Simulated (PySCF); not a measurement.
Be(I)(OH) (BeHIO), SMILES [OH][Be][I].

Geometry: r2SCAN-D4/def2-TZVP. The def2 effective core potentials stand for the cores of I; spin–orbit coupling is left out. Other conformers were not sampled.

The numbers are results of PySCF with r2SCAN-D4/def2-TZVP, not measurements.

Frequencies are harmonic and unscaled.

```tsv
mode	ν (cm⁻¹)	IR (km/mol)	Raman (Å⁴/amu)	depolarisation	moving atoms (share of kinetic energy)
1	231	26.2	1.1	0.75	Be 69 %, H 23 %
2	252	26.8	1.2	0.75	Be 83 %, O 13 %
3	367	4.6	9.4	0.10	O 60 %, Be 20 %, I 17 %
4	450	241.9	2.7	0.61	H 69 %, O 16 %, Be 15 %
5	1351	392.3	1.3	0.75	Be 74 %, O 23 %
6	3984	173.4	109.1	0.24	H 94 %
```
